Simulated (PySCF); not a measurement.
**Correlation energy of Xe⁺ (xenon, charge +1)**

[Kr] 4d10 5s2 5p4 6s1, high-spin 4P determinant (an excited configuration). All numbers are calculated (PySCF 2.14, the spin-free X2C one-electron Hamiltonian (Gaussian nucleus), in aug-cc-pwCVTZ-DK3 with one added diffuse shell each of s, p, d, f type (11s10p8d5f1g, 125 functions)). Frozen: [Ar] 3d10; 25 electrons correlated.

MP2 pair energies summed by pair of shells (mhartree):

```csv
pair,energy,share (%)
4d-4d,-350.49,40.3
4p-4d,-122.81,14.1
4d-5p,-102.94,11.8
4d-5s,-63.09,7.3
5s-5p,-44.17,5.1
5p-5p,-43.49,5.0
4p-4p,-39.71,4.6
4s-4d,-27.01,3.1
4s-4p,-14.43,1.7
5p-6s,-13.06,1.5
4p-5p,-12.68,1.5
4p-5s,-10.61,1.2
5s-5s,-7.51,0.9
4d-6s,-5.94,0.7
5s-6s,-4.29,0.5
4s-4s,-3.24,0.4
4s-5p,-1.71,0.2
4s-5s,-1.39,0.2
4p-6s,-0.65,0.1
4s-6s,-0.09,0.0
```

Total MP2 correlation energy: -869.31 mhartree.

Same-spin part -306.65 and opposite-spin part -562.66 mhartree; SCS-MP2 scales them by 1/3 and 6/5 to -777.41 mhartree.
